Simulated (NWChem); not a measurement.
Species: AlHSCl2; SMILES [SH][Al]([Cl])[Cl]

```xyz
5

Al    -0.0115    -0.0291     0.0004
Cl     0.3373    -2.0860    -0.0008
Cl    -1.9737     0.6930     0.0004
S      1.6750     1.3259     0.0015
H      0.8840     2.4233     0.0020
```
Atoms are numbered in this order, from 1.

Level: PBE0/def2-SVP (NWChem), optimised geometry, unscaled harmonic frequencies. 

Q: List the harmonic frequencies with IR intensities, and the thermochemistry.

A: 
```
frequency (cm⁻¹)  IR intensity (km/mol)
----------------  ---------------------
126                                 6.2
144                                 9.4
195                                29.1
259                                23.6
375                                 0.4
588                                79.0
615                               160.8
687                                69.0
2711                                2.1
```

The zero-point energy comes out as 8.1 kcal/mol, the thermal correction to the enthalpy at 298.15 K (with zero-point energy) comes out as 12.5 kcal/mol and the heat capacity Cv is 17.8 cal/(mol K). The entropy at 298.15 K and 1 atm (symmetry number 1) comes out as 80.8 cal/(mol K) and the dipole moment comes out as 1.21 D.

Rigid rotor and harmonic oscillator.
